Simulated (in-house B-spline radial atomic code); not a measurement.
A calculation on Ru: its settings, and results tabulated from the run. All numbers are computed (scalar-relativistic (X2C) Hartree-Fock, spin-polarised, averaged over the determinants with the given up and down occupations; Fermi nucleus of rms radius 4.4809 fm, inside a hard spherical wall at 6.87 bohr) with a radial B-spline atomic code at the basis-set limit, not measured.

Command:
```bash
python run_scf.py task.json out
```
Settings (nuclear radius in fm, mass in u):
```
Z                44
configuration    [Kr] 4d6 4f1 5s1
hamiltonian      x2c
method           hf
spin_polarised   True
nucleus          fermi
rms_radius       4.4809
atomic_mass      101.90434
speed_of_light   137.035999084
wall_radius      6.87
```

Output (hartree, bohr):
```
 radial grid: 64 intervals, B-splines of order 8, outer radius 6.87 bohr

 iter        energy (Eh)    residual
    1       -4524.971821    4.87e-01
    2       -4526.452910    1.52e-01
    3       -4527.487447    3.06e-02
    4       -4527.530632    8.28e-03
    5       -4527.533662    3.91e-03
    6       -4527.534336    8.74e-04
    7       -4527.534385    3.75e-04
    8       -4527.534390    5.49e-05
    9       -4527.534391    1.53e-05
   10       -4527.534391    1.94e-06
   11       -4527.534391    1.89e-07

 total energy                     -4527.53439
 kinetic                            4713.7697
 electron-nucleus                 -10952.2864
 electron-electron                  1710.9823

 orbital      occ     eigenvalue          <r>       <r^2>       <1/r>       r_max
 1s up      1.000      -817.2904     0.032909  0.00147327     47.5182     0.02111
 1s down    1.000      -817.2895     0.032909  0.00147326     47.5181     0.02111
 2s up      1.000      -120.6243     0.144961   0.0248448     10.6972      0.1226
 2s down    1.000      -120.5825     0.144942   0.0248381     10.6988      0.1226
 2p up      3.000      -107.8435     0.126784   0.0196571     10.0846     0.09806
 2p down    3.000      -107.8047     0.126751   0.0196463     10.0868     0.09804
 3s up      1.000       -22.6678     0.400041    0.183238     3.67804      0.3605
 3s down    1.000       -22.6447     0.400001    0.183138     3.67675      0.3606
 3p up      3.000       -18.3486     0.400825    0.186747     3.45042      0.3544
 3p down    3.000       -18.3241     0.400642    0.186468        3.45      0.3545
 3d up      5.000       -11.4077     0.382612    0.174901     3.20022      0.3014
 3d down    5.000       -11.3513     0.383268    0.175454     3.19465       0.302
 4s up      1.000        -3.7460      1.02695     1.19326     1.32794      0.9181
 4s down    1.000        -3.5026      1.01848     1.17322     1.34118      0.9127
 4p up      3.000        -2.4675      1.13564     1.47649     1.17758      0.9875
 4p down    3.000        -2.1603      1.12113     1.43682     1.19393       0.979
 4d up      5.000        -0.6105      1.54343     2.85492    0.858256       1.198
 4d down    1.000        -0.4487      1.57672     3.00558    0.847423       1.199
 4f up      1.000         0.2552      4.33715     19.8639    0.248483       4.553
 5s up      1.000        -0.3178      2.99452     10.0291    0.421749       2.613
```

Time taken, with all properties: 0.18 s on 1 thread of Intel(R) Xeon(R) 6975P-C, with other jobs on the host.

One-electron X2C: radii and densities carry no picture-change correction, so inner-shell <1/r> comes out high (for 1s by about 2 % at Z = 33, 5 % at 54, 10 % at 75, 30 % at 118) and <r> low.
